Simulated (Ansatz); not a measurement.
Gas-phase electronic energies from Ansatz, PBE0-D4/def2-TZVP geometries. CCSD(T)/CBS adds triple-zeta CCSD(T) − MP2 to the extrapolated MP2 energy (def2 sets, frozen cores). For Se outer-core shells are correlated without core-valence functions, which leaves a few kJ/mol of doubt a bond. Scalar relativity is left out up to krypton. Each species was taken in one conformer, which may not be the lowest.

Reaction (ligand exchange at the Al–Se bond): `[AlH2][Se][SiH3]` + `O[SiH](O)O` → `O[SiH](O)[O][AlH2]` + `[SiH3][SeH]`

`[AlH2][Se][SiH3]`:

Z-matrix (Å, degrees):
```
Si
Se 1 2.284
H 1 1.484 2 111.0
H 1 1.484 2 111.1 3 -121.7
H 1 1.484 2 106.5 3 119.1
Al 2 2.311 1 94.8 3 60.9
H 6 1.579 2 117.5 1 180.0
H 6 1.583 2 118.3 1 -0.0
```

`O[SiH](O)O`:

Z-matrix (Å, degrees):
```
Si
O 1 1.641
O 1 1.633 2 105.0
O 1 1.630 2 114.4 3 -119.5
H 1 1.476 2 110.6 3 122.9
H 2 0.958 1 117.9 3 -173.6
H 3 0.958 1 116.6 2 25.4
H 4 0.959 1 117.6 2 72.3
```

`O[SiH](O)[O][AlH2]`:

Cartesian coordinates in Å:
```
O -0.356 0.432 -2.117
Si -0.104 -0.584 -0.854
O 1.426 -1.130 -1.008
O -0.362 0.198 0.539
Al -0.224 0.648 2.159
H -1.056 1.080 -2.026
H -0.995 -1.759 -0.890
H 2.022 -0.601 -1.540
H -1.085 1.887 2.627
H 0.734 -0.172 3.109
```

`[SiH3][SeH]`:

Cartesian coordinates in Å:
```
Si -0.003 0.229 -0.528
Se 0.858 -0.317 1.510
H -0.354 -0.981 -1.312
H 1.080 0.978 -1.210
H -1.207 1.086 -0.396
H -0.374 -0.995 1.936
```

```
             species  CCSD(T)/def2-TZVPP energy (Eh)
  `[AlH2][Se][SiH3]`                     -2934.22280
        `O[SiH](O)O`                      -517.02590
`O[SiH](O)[O][AlH2]`                      -759.66997
       `[SiH3][SeH]`                     -2691.59067
```

Task: Work out ΔE.

Result: ΔE = (-759.66997) + (-2691.59067) − (-2934.22280) − (-517.02590) = -0.01194 Eh = -31.3 kJ/mol. CCSD(T)/CBS gives -27.8 kJ/mol.

Largest T1 diagnostic among the species: 0.012.

In def2-TZVPP, CCSD(T) changes the Hartree–Fock value by +10.3 kJ/mol (the triples alone add +2.8 kJ/mol) and MP2 by +13.5 kJ/mol.
